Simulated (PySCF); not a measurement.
C3H12OSi2. Atoms are numbered in the order given.

```xyz
18

C     -2.9494     0.6004    -0.3915
Si    -1.9084    -0.9171    -0.7786
C     -0.2971    -0.8409     0.2304
O      0.3363     0.3990    -0.0690
Si     1.7277     0.9332     0.6956
C      3.1956    -0.1735     0.3149
H     -2.3464     1.5054    -0.5646
H     -3.8498     0.6523    -1.0232
H     -3.2684     0.5985     0.6633
H     -1.5640    -0.9627    -2.2305
H     -2.6305    -2.1794    -0.4251
H     -0.5258    -0.9214     1.3131
H      0.3580    -1.7003    -0.0145
H      1.9565     2.3117     0.1869
H      1.4983     0.9682     2.1750
H      4.1086     0.2192     0.7926
H      3.3731    -0.2280    -0.7711
H      3.0359    -1.1976     0.6892
```
Charge 0, spin multiplicity 1.

The structure is a stationary point at B3LYP-D3(BJ)/def2-SVP. One conformer was computed; it need not be the lowest.

Level of theory: SMD-ωB97X/6-31G* (PySCF).

Solvation free energies are E(SMD) − E(gas) at the gas-phase geometry, for 1 M in both phases. In vacuum the dipole moment is 1.20 D.

| solvent | ΔG(solv) (kcal/mol) | its non-electrostatic (CDS) part | dipole (D) |
|---|---|---|---|
| water | 1.6 | 5.5 | 1.79 |
| benzene | -2.2 | -1.1 | 1.37 |
| dichloromethane | -3.0 | -0.5 | 1.58 |
